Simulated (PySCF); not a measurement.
Bonding in `C=C(C)[C@H]1C=NCCC1`

Species: C₈H₁₃N.
Numbering: `[CH2:1]=[C:2]([CH3:3])[C@H:4]1[CH:5]=[N:6][CH2:7][CH2:8][CH2:9]1` (hydrogens: H10, H11 on C1; H12, H13, H14 on C3; H15 on C4; H16 on C5; H17, H18 on C7; H19, H20 on C8; H21, H22 on C9)

Structure used (GFN2-xTB), in Å, numbered top down from 1:
```xyz
22
C8H13N angstrom
C      2.4369   -0.3980    1.4360
C      1.6135   -0.1157    0.4387
C      2.1079    0.1389   -0.9541
C      0.1247   -0.0122    0.6472
C     -0.3563    1.3854    0.3296
N     -1.4301    1.7164   -0.2263
C     -2.3818    0.7285   -0.6554
C     -2.1569   -0.6758   -0.0902
C     -0.6746   -1.0231   -0.1847
H      3.5027   -0.4568    1.2924
H      2.0830   -0.5854    2.4359
H      1.5943    0.9940   -1.3915
H      3.1780    0.3296   -0.9524
H      1.9214   -0.7273   -1.5892
H     -0.0886   -0.1851    1.7108
H      0.3042    2.1941    0.6273
H     -2.3379    0.7124   -1.7504
H     -3.3712    1.1067   -0.3803
H     -2.7572   -1.3972   -0.6466
H     -2.4727   -0.7037    0.9553
H     -0.3641   -0.9699   -1.2298
H     -0.4857   -2.0364    0.1767
```

Bond orders from the PBE0/pcSseg-1 density (PySCF). The structure is a single GFN2-xTB conformer in the gas phase; no vibrational or solvent corrections.

Question: How far do the computed orders between heavy atoms stray from the drawn ones?

Answer: The largest departure is 0.066, at C4–C5 (drawn single, 0.934).

Question: Set the Mayer orders of the bonds between heavy atoms beside their lengths.

Answer: 
| bond | drawn as | length (Å) | Mayer order |
| --- | --- | --- | --- |
| C1–C2 | double | 1.324 | 2.004 |
| C2–C3 | single | 1.500 | 1.039 |
| C2–C4 | single | 1.507 | 1.016 |
| C4–C5 | single | 1.512 | 0.934 |
| C5–N6 | double | 1.254 | 1.985 |
| N6–C7 | single | 1.437 | 0.996 |
| C7–C8 | single | 1.530 | 1.024 |
| C8–C9 | single | 1.525 | 1.035 |
| C9–C4 | single | 1.534 | 0.998 |

By pair of heavy elements: C–C: lowest C4–C5 (0.934, 1.512 Å), highest C1–C2 (2.004, 1.324 Å); in 3 of the 21 pairs the longer bond (by over 0.003 Å) has the higher order (by 0.02 or more). C–N: lowest N6–C7 (0.996, 1.437 Å), highest C5–N6 (1.985, 1.254 Å).

Question: And the bonds to hydrogen?

Answer: C–H: 0.92 to 0.96 (13 bonds).

Question: Sum the orders of all bonds at each heavy atom with more than one neighbour and set the sums beside the valence in the SMILES.

Answer: C1 3.888 (drawn 4), C2 4.059 (drawn 4), C3 3.878 (drawn 4), C4 3.868 (drawn 4), C5 3.883 (drawn 4), N6 2.981 (drawn 3), C7 3.904 (drawn 4), C8 3.952 (drawn 4), C9 3.934 (drawn 4). Orders between atoms that aren't bonded are not in these sums.

For a closed shell the Mayer order of atoms A and B is Σ (PS)μν (PS)νμ over the basis functions μ on A and ν on B, with P the density and S the overlap matrix.
